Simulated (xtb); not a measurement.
iminoborane (H$_{2}$BN), singlet, from a rough starting geometry; GFN2-xTB run with xtb 6.7.1.

Input for xtb:
```
$ xtb mol.xyz --gfn 2 --opt vtight --json

# file mol.xyz
4

B      0.55670116     0.02156528     0.06466470
N     -0.68210238    -0.03889689     0.00631183
H      1.68335662     0.02071518     0.03752777
H     -1.72029901    -0.05372655    -0.05775405
```

Output, abridged:

```
   ID    Z sym.   atoms
    1    5 B      1
    2    7 N      2
    3    1 H      3, 4

           -------------------------------------------------
          |                Calculation Setup                |
           -------------------------------------------------

           -------------------------------------------------
          |                 G F N 2 - x T B                 |
           -------------------------------------------------

          ...................................................
          :                      SETUP                      :
          :.................................................:
          :  # basis functions                  10          :
          :  # atomic orbitals                  10          :
          :  # shells                            6          :
          :  # electrons                        10          :
          :  max. iterations                   250          :
          :  Hamiltonian                  GFN2-xTB          :
          :  restarted?                      false          :
          :  GBSA solvation                  false          :
          :  PC potential                    false          :
          :  electronic temp.          300.0000000     K    :
          :  accuracy                    1.0000000          :
          :  -> integral cutoff          0.2500000E+02      :
          :  -> integral neglect         0.1000000E-07      :
          :  -> SCF convergence          0.1000000E-05 Eh   :
          :  -> wf. convergence          0.1000000E-03 e    :
          :  Broyden damping             0.4000000          :
          :  net charge                          0          :
          :  unpaired electrons                  0          :
          ...................................................

 iter      E             dE          RMSdq      gap      omega  full diag
   1     -5.2370270 -0.523703E+01  0.144E+01    7.27       0.0  T
   2     -5.2603761 -0.233491E-01  0.879E+00    7.15       1.0  T
   3     -5.2604774 -0.101267E-03  0.188E+00    7.03       1.0  T
   4     -5.2379840  0.224934E-01  0.244E+00    7.70       1.0  T
   5     -5.2633537 -0.253697E-01  0.109E+00    7.35       1.0  T
   6     -5.2677855 -0.443177E-02  0.430E-01    7.09       1.0  T
   7     -5.2687716 -0.986071E-03  0.788E-02    7.18       1.0  T
   8     -5.2687812 -0.958231E-05  0.344E-02    7.18       1.5  T
   9     -5.2687844 -0.320469E-05  0.434E-03    7.17      11.5  T
  10     -5.2687843  0.321810E-07  0.269E-03    7.17      18.6  T
  11     -5.2687844 -0.328279E-07  0.766E-04    7.17      65.3  T
  12     -5.2687844 -0.311494E-08  0.423E-05    7.17    1182.3  T

   *** convergence criteria satisfied after 12 iterations ***

         :::::::::::::::::::::::::::::::::::::::::::::::::::::
         ::                     SUMMARY                     ::
         :::::::::::::::::::::::::::::::::::::::::::::::::::::
         :: total energy              -5.169797552342 Eh    ::
         :: gradient norm              0.053937553755 Eh/a0 ::
         :: HOMO-LUMO gap              7.171901020176 eV    ::
         ::.................................................::
         :: SCC energy                -5.268784391762 Eh    ::
         :: -> isotropic ES            0.028644305848 Eh    ::
         :: -> anisotropic ES          0.002965367497 Eh    ::
         :: -> anisotropic XC          0.010317398823 Eh    ::
         :: -> dispersion             -0.000822772065 Eh    ::
         :: repulsion energy           0.098986839420 Eh    ::
         :: add. restraining           0.000000000000 Eh    ::
         :: total charge              -0.000000000000 e     ::
         :::::::::::::::::::::::::::::::::::::::::::::::::::::

      -----------------------------------------------------------
     |                   =====================                   |
     |                        A N C O P T                        |
     |                   =====================                   |
     |               Approximate Normal Coordinate               |
     |                Rational Function Optimizer                |
      -----------------------------------------------------------
      -----------------------------------------------------------
     |                   =====================                   |
     |                        A N C O P T                        |
     |                   =====================                   |
     |               Approximate Normal Coordinate               |
     |                Rational Function Optimizer                |
      -----------------------------------------------------------

          ...................................................
          :                      SETUP                      :
          :.................................................:
          :   optimization level         verytight          :
          :   max. optcycles                   200          :
          :   ANC micro-cycles                  20          :
          :   degrees of freedom                 6          :
          :.................................................:
          :   RF solver                   davidson          :
          :   write xtbopt.log                true          :
          :   linear?                        false          :
          :   energy convergence         0.1000000E-06 Eh   :
          :   grad. convergence          0.2000000E-03 Eh/α :
          :   maxmium RF displ.          1.0000000          :
          :   Hlow (freq-cutoff)         0.1000000E-01      :
          :   Hmax (freq-cutoff)         5.0000000          :
          :   S6 in model hess.         20.0000000          :
          ...................................................

generating ANC from exact Hessian ...
Using Lindh-Hessian (1995)
 Shifting diagonal of input Hessian by    9.5287709609708608E-003
 Lowest  eigenvalues of input Hessian
[...]
 * total energy  :    -5.1697976 Eh     change       -0.2092548E-11 Eh
 * total energy  :    -5.1718235 Eh     change       -0.2025928E-02 Eh
 * total energy  :    -5.1717495 Eh     change        0.7402776E-04 Eh
 * total energy  :    -5.1719921 Eh     change       -0.2426577E-03 Eh
 * total energy  :    -5.1720162 Eh     change       -0.2412004E-04 Eh
 * total energy  :    -5.1720425 Eh     change       -0.2622690E-04 Eh
 * total energy  :    -5.1720633 Eh     change       -0.2086972E-04 Eh
 * total energy  :    -5.1720670 Eh     change       -0.3628916E-05 Eh
 * total energy  :    -5.1720680 Eh     change       -0.1088516E-05 Eh
 * total energy  :    -5.1720706 Eh     change       -0.2509214E-05 Eh
 * total energy  :    -5.1720713 Eh     change       -0.7178711E-06 Eh
 * total energy  :    -5.1720713 Eh     change       -0.3201828E-07 Eh
   *** GEOMETRY OPTIMIZATION CONVERGED AFTER 12 ITERATIONS ***
[...]

          ...................................................
          :                      SETUP                      :
          :.................................................:
          :  # basis functions                  10          :
          :  # atomic orbitals                  10          :
          :  # shells                            6          :
          :  # electrons                        10          :
          :  max. iterations                   250          :
          :  Hamiltonian                  GFN2-xTB          :
          :  restarted?                      false          :
          :  GBSA solvation                  false          :
          :  PC potential                    false          :
          :  electronic temp.          300.0000000     K    :
          :  accuracy                    1.0000000          :
          :  -> integral cutoff          0.2500000E+02      :
          :  -> integral neglect         0.1000000E-07      :
          :  -> SCF convergence          0.1000000E-05 Eh   :
          :  -> wf. convergence          0.1000000E-03 e    :
          :  Broyden damping             0.4000000          :
          :  net charge                          0          :
          :  unpaired electrons                  0          :
          ...................................................

 iter      E             dE          RMSdq      gap      omega  full diag
   1     -5.2780854 -0.527809E+01  0.288E-06    7.22       0.0  T
   2     -5.2780854  0.888178E-15  0.162E-06    7.22   30813.6  T
   3     -5.2780854  0.177636E-14  0.127E-06    7.22   39381.7  T

   *** convergence criteria satisfied after 3 iterations ***

         :::::::::::::::::::::::::::::::::::::::::::::::::::::
         ::                     SUMMARY                     ::
         :::::::::::::::::::::::::::::::::::::::::::::::::::::
         :: total energy              -5.172071303790 Eh    ::
         :: gradient norm              0.000851857973 Eh/a0 ::
         :: HOMO-LUMO gap              7.222031443866 eV    ::
         ::.................................................::
         :: SCC energy                -5.278085397300 Eh    ::
         :: -> isotropic ES            0.028725224855 Eh    ::
         :: -> anisotropic ES          0.002677227879 Eh    ::
         :: -> anisotropic XC          0.009991219131 Eh    ::
         :: -> dispersion             -0.000823749787 Eh    ::
         :: repulsion energy           0.106014093510 Eh    ::
         :: add. restraining           0.000000000000 Eh    ::
         :: total charge               0.000000000000 e     ::
         :::::::::::::::::::::::::::::::::::::::::::::::::::::

           -------------------------------------------------
          |                Property Printout                |
           -------------------------------------------------

    * Orbital Energies and Occupations

         #    Occupation            Energy/Eh            Energy/eV
      -------------------------------------------------------------
         1        2.0000           -0.5718471             -15.5608
         2        2.0000           -0.4915545             -13.3759
         3        2.0000           -0.4516292             -12.2895
         4        2.0000           -0.4092861             -11.1372
         5        2.0000           -0.4092733             -11.1369 (HOMO)
         6                         -0.1438685              -3.9149 (LUMO)
         7                         -0.1438287              -3.9138
         8                          0.0732935               1.9944
         9                          0.3406967               9.2708
        10                          1.1890112              32.3546
      -------------------------------------------------------------
                  HL-Gap            0.2654048 Eh            7.2220 eV
             Fermi-level           -0.2765709 Eh           -7.5259 eV

     #   Z          covCN         q      C6AA      α(0)
     1   5 B        1.788     0.239    36.938    12.805
     2   7 N        1.702    -0.347    29.727     8.061
     3   1 H        0.947    -0.063     4.405     3.281
     4   1 H        0.861     0.171     1.269     1.764

 Mol. C6AA /au·bohr⁶  :        213.970614
 Mol. C8AA /au·bohr⁸  :       5551.211585
 Mol. α(0) /au        :         25.911149

Wiberg/Mayer (AO) data.
largest (>0.10) Wiberg bond orders for each atom

 ---------------------------------------------------------------------------
     #   Z sym  total        # sym  WBO       # sym  WBO       # sym  WBO
 ---------------------------------------------------------------------------
     1   5 B    3.479 --     2 N    2.484     3 H    0.985
     2   7 N    3.445 --     1 B    2.484     4 H    0.955
     3   1 H    0.996 --     1 B    0.985
     4   1 H    0.971 --     2 N    0.955
 ---------------------------------------------------------------------------

Topologies differ in total number of bonds
Writing topology from bond orders to xtbtopo.mol

molecular dipole:
                 x           y           z       tot (Debye)
 q only:       -0.040      -0.005      -0.008
   full:        0.016      -0.003      -0.011       0.049
molecular quadrupole (traceless):
                xx          xy          yy          xz          yz          zz
 q only:        0.747       0.059      -0.373       0.043       0.002      -0.374
  q+dip:        4.123       0.200      -2.060       0.170       0.006      -2.063
   full:        1.732       0.118      -0.865       0.096       0.004      -0.867

optimized geometry written to: xtbopt.xyz

           -------------------------------------------------
          | TOTAL ENERGY               -5.172071303790 Eh   |
          | GRADIENT NORM               0.000851857973 Eh/α |
          | HOMO-LUMO GAP               7.222031443866 eV   |
           -------------------------------------------------
```
